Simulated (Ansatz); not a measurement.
Species: tribromo(methyl)germane, CH₃Br₃Ge (charge 0, singlet). SMILES: [CH3][Ge]([Br])([Br])[Br]
Geometry: optimised at B3LYP-D3(BJ)/def2-TZVP (Ansatz, a quantum-chemistry and plane-wave program).

Parts of the frozen-core correlation energy in 6-31G (Ansatz, hartree). Frozen orbitals: 57; correlated occupied orbitals by spin: 16 and 16; virtual: 58 and 58. Spin-orbit coupling is left out. No relativistic terms.

```
term                             value
-------------------------  -----------
reference (HF)             -9830.90518
MP2 opposite-spin             -0.19970
MP2 same-spin                        …
CCSD correlation                     …
(T)                                  …
T1 diagnostic                    0.010
largest doubles amplitude        0.030
```

Task: What belongs in the gaps?

Result: 
- MP2 same-spin, value: -0.05866
- CCSD correlation, value: -0.29415
- (T), value: -0.00764
